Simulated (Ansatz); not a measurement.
Cartesian coordinates (Å):
```xyz
13

Zr     0.0199     0.1112    -0.1620
N     -1.1108     0.7304     1.4495
H     -1.6355     1.6128     1.4617
H     -1.3382     0.2291     2.3136
N      1.8484     1.0667    -0.1408
H      2.1496     1.8774     0.4084
H      2.6703     0.7167    -0.6466
N      0.3373    -1.9255    -0.0612
H     -0.0722    -2.6770    -0.6243
H      1.0431    -2.3519     0.5505
N     -0.9920     0.5808    -1.8976
H     -2.0057     0.4560    -2.0036
H     -0.6518     1.0420    -2.7468
```
Charge 0, multiplicity 1.

Method: frozen-core CCSD(T)/def2-TZVPP // TPSS-D3(BJ)/def2-SVP run with Ansatz (an electronic-structure program).

```
Item                           Result
----------------------  -------------
HF energy               -269.24222 Ha
MP2 correlation energy    -1.23210 Ha
```

Q: Estimate the CCSD correlation energy, the (T) correction, the total energy and the T1 diagnostic.

A: 
| Item | Value |
|---|---|
| CCSD correlation energy | -1.25505 Ha |
| (T) correction | -0.05403 Ha |
| CCSD(T) total energy | -270.55129 Ha |
| T1 diagnostic | 0.016 |
